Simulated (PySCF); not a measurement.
Isomers of C4H6N2OS, mass 130.020 u with the commonest isotopes. Method used: PBE0/def2-SVPD in PySCF (dipole) on a GFN2-xTB geometry, gas phase. One conformer each, none proved a minimum here; rigid rotors.

Problem. Order these by dipole moment, smallest first.
A. `[CH3:1][O:2][CH2:3][c:4]1[cH:5][n:6][s:7][n:8]1` with C1–O2–C3–C4 180°, O2–C3–C4–C5 0°
B. `[CH3:1][O:2][CH2:3][c:4]1[n:5][cH:6][s:7][n:8]1` with C1–O2–C3–C4 75°, O2–C3–C4–N5 110°
C. `[CH3:1][S:2][c:3]1[n:4][n:5][c:6]([CH3:7])[o:8]1` with C1–S2–C3–N4 0°

Solution. C (1.69 D), B (1.92 D), A (2.69 D).

Problem. Order these by rotational constant B, largest first.
A. `[CH3:1][S:2][c:3]1[n:4][n:5][c:6]([CH3:7])[o:8]1` with C1–S2–C3–N4 0°
B. `[CH3:1][O:2][CH2:3][c:4]1[cH:5][n:6][s:7][n:8]1` with C1–O2–C3–C4 180°, O2–C3–C4–C5 0°
C. `[CH3:1][O:2][CH2:3][c:4]1[n:5][cH:6][s:7][n:8]1` with C1–O2–C3–C4 75°, O2–C3–C4–N5 110°

Solution. C (1169 MHz), A (1057 MHz), B (894.2 MHz).

Problem. Order these by radius of gyration √(Σ m r²/M), smallest first.
A. `[CH3:1][O:2][CH2:3][c:4]1[cH:5][n:6][s:7][n:8]1` with C1–O2–C3–C4 180°, O2–C3–C4–C5 0°
B. `[CH3:1][O:2][CH2:3][c:4]1[n:5][cH:6][s:7][n:8]1` with C1–O2–C3–C4 75°, O2–C3–C4–N5 110°
C. `[CH3:1][S:2][c:3]1[n:4][n:5][c:6]([CH3:7])[o:8]1` with C1–S2–C3–N4 0°

Solution. B (2.034 Å), C (2.086 Å), A (2.215 Å).

```json
{"SMILES": "CSc1nnc(C)o1", "point group": "Cs", "Ia (u·Å²)": "91.09", "Ib (u·Å²)": "477.91", "Ic (u·Å²)": "562.67", "κ": "-0.93", "μa (D)": "0.13", "μb (D)": "1.68", "μc (D)": "0.00"}
{"SMILES": "COCc1cnsn1", "point group": "Cs", "Ia (u·Å²)": "75.89", "Ib (u·Å²)": "565.14", "Ic (u·Å²)": "634.65", "κ": "-0.97", "μa (D)": "2.58", "μb (D)": "0.76", "μc (D)": "0.00"}
{"SMILES": "COCc1ncsn1", "point group": "C1", "Ia (u·Å²)": "122.42", "Ib (u·Å²)": "432.41", "Ic (u·Å²)": "521.51", "κ": "-0.87", "μa (D)": "1.79", "μb (D)": "0.53", "μc (D)": "0.47"}
```
